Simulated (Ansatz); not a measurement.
Basis-set extrapolation for C₂F₃O₂− (`O=C([O-])C(F)(F)F`) (PBE0-D4/def2-TZVPD geometry, frozen core, Ansatz 0.2.0). Multiplicity 1, RHF reference.

```
                     def2-TZVPPD  def2-QZVPPD
                 HF  -524.072055  -524.092793
    MP2 correlation    -1.532004    -1.656216
CCSD(T) correlation    -1.586168      not run
```

Energies in hartree. Use E(X) = E(∞) + A·exp(−7.88·√X) for Hartree–Fock and E(X) = E(∞) + B·X^(−2.97) for correlation, with X = 3 and 4, and add CCSD(T) minus MP2 of the smaller set to the MP2 limit.

What is the CCSD(T) energy at the basis-set limit?

HF limit: -524.092793 + (-0.020738) × 0.13774 = -524.09565. MP2 limit: -1.656216 + (-0.124212) × 0.74074 = -1.74822. Higher-order term: -1.586168 − (-1.532004) = -0.05416. Total: -525.89803 hartree, 150.5 kcal/mol below CCSD(T)/def2-TZVPPD.
